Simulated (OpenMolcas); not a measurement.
## Lines of Co²⁺: computed and rescaled rates

```yaml
Program: OpenMolcas
Method: "MS-CASPT2, IPEA 0.25 Eh, imaginary shift 0.1 Eh (closed shells correlated: 3s 3p)"
Basis: ANO-RCC-VQZP [7s6p4d3f2g1h]
Scalar_Hamiltonian: DKH2, point nucleus
Active_space: 7 electrons in 5 orbitals (3d)
State_averaging: 2S+1 = 4 even, 10 roots; 2S+1 = 2 even, 40 roots
Spin-orbit_coupling: RASSI with atomic mean-field integrals over the reference wave functions, term energies averaged over their components
```

Rates come from the transition moments of the reference wave functions (E1 and E2 in the length form). At fixed line strength A goes as λ^-3 for E1 and M1 and as λ^-5 for E2, so a rate at the computed wavelength can be rescaled to the measured one. Measured vacuum wavelengths follow from level energies in Sugar and Corliss, J. Phys. Chem. Ref. Data 10, 1097 (1981). Branching counts decays inside the model space alone, at computed energies, and the table is only a selection of the E2 and M1 lines, drawn from those between levels with measured partners whose computed energy lies within a factor of 1.5 of the measured one.

```
        Upper       Lower  Type  λ computed (nm)  λ measured (nm)  A computed (s-1)  A rescaled (s-1)  Branching %
3d⁷ ²D_5/2(1)  3d⁷ ⁴F_7/2    M1            458.8            450.1          7.31e-01                           78.3
3d⁷ ²D_3/2(1)  3d⁷ ⁴F_5/2    M1            447.7            438.9          7.21e-01                           54.3
3d⁷ ²D_3/2(1)  3d⁷ ⁴F_3/2    M1            456.1              447          3.80e-01                           28.6
   3d⁷ ²G_9/2  3d⁷ ⁴F_9/2    M1            617.5              589          3.73e-01                           76.2
   3d⁷ ²F_7/2  3d⁷ ²G_7/2    M1            493.9            511.5          1.47e-01                           23.0
   3d⁷ ²G_7/2  3d⁷ ⁴F_7/2    M1            619.5            590.8          1.43e-01                           53.1
   3d⁷ ²H_9/2  3d⁷ ²G_9/2    M1             1429             1549          1.41e-01                           72.4
   3d⁷ ²F_7/2  3d⁷ ⁴F_9/2    M1            268.7              268          1.21e-01                           19.0
   3d⁷ ²F_5/2  3d⁷ ⁴F_3/2    M1            285.5            284.5          1.21e-01                           26.1
   3d⁷ ²P_3/2  3d⁷ ⁴P_5/2    M1             2459             2003          1.20e-01                           38.7
   3d⁷ ²G_9/2  3d⁷ ⁴F_7/2    M1            650.7            619.7          1.16e-01                           23.8
   3d⁷ ²G_7/2  3d⁷ ⁴F_5/2    M1            643.6            612.9          1.06e-01                           39.4
   3d⁷ ²P_3/2  3d⁷ ⁴P_3/2    M1             2581             2098          6.16e-02                           19.9
   3d⁷ ²P_3/2  3d⁷ ⁴F_5/2    M1            551.1            533.5          5.49e-02                           17.8
   3d⁷ ⁴P_5/2  3d⁷ ⁴F_9/2    E2            644.7            657.8          5.45e-02          4.93e-02         74.5
  3d⁷ ²H_11/2  3d⁷ ²G_9/2    M1             1585             1741          4.71e-02                           98.4
   3d⁷ ²H_9/2  3d⁷ ²G_7/2    M1             1607             1764          4.42e-02                           22.7
   3d⁷ ⁴P_1/2  3d⁷ ⁴F_3/2    E2            699.3            717.1          3.01e-02          2.65e-02         53.3
   3d⁷ ⁴P_3/2  3d⁷ ⁴F_7/2    E2            672.2            685.5          2.98e-02          2.70e-02         56.1
   3d⁷ ⁴P_1/2  3d⁷ ⁴F_5/2    E2            679.7            696.4          2.26e-02          2.00e-02         40.1
   3d⁷ ⁴F_7/2  3d⁷ ⁴F_9/2    M1            12100            11890          1.91e-02          2.01e-02        100.0
   3d⁷ ⁴P_3/2  3d⁷ ⁴F_5/2    E2            700.6            715.5          1.76e-02          1.58e-02         33.1
   3d⁷ ⁴P_5/2  3d⁷ ⁴F_7/2    E2              681            696.3          1.33e-02          1.19e-02         18.2
   3d⁷ ⁴F_5/2  3d⁷ ⁴F_7/2    M1            16540            16390          1.28e-02          1.32e-02        100.0
   3d⁷ ⁴F_3/2  3d⁷ ⁴F_5/2    M1            24180            24070          4.59e-03          4.65e-03        100.0
```

Spin-changing lines and M1 lines between different terms are not rescaled, since their strength hangs on the term gaps too.

The largest correction is for 3d⁷ ⁴P_1/2 → 3d⁷ ⁴F_3/2 (E2): 3.01e-02 × (699.3 / 717.1)^5 = 2.65e-02 s-1, a factor of 0.88.

The computed rate and branching of 3d⁷ ⁴F_7/2 → 3d⁷ ⁴F_9/2 give the upper level a radiative lifetime of 1.000 / 1.91e-02 s-1 = 5.24e+01 s, counting decays inside the model space alone. The rescaled rate gives about 5.0e+01 s.

These are rates of the free ion; in crystals, glasses and complexes forced electric-dipole and non-radiative decay shorten such lifetimes by orders of magnitude. No measured rate stands beside these. Rescaling mends the energy factor alone: line strengths can still be far off where a level mixes with configurations outside the active space, and weak or spin-changing lines hang on small mixing coefficients that depend on the term gaps too, so rescaling need not improve them.

CASPT2 does not keep the components of a term degenerate, so their means are used; among the terms shown or strongly mixed into the levels shown the widest spread is 1200 cm-1 (3d⁷ ⁴F). The CASPT2 spread within a term exceeds the gap to the next term for 3d⁷ ²H and 3d⁷ ²D(1), so the order of their levels is uncertain. Measured partners are found by configuration, term and J. A level has none where our copy of the source lacks it or the pairing is in doubt (some pairs that miss far off the trend of their configuration count as doubtful). Levels of configurations outside the active space are missing.

A number in round brackets counts repeated terms of one configuration in the order of the reference energies.
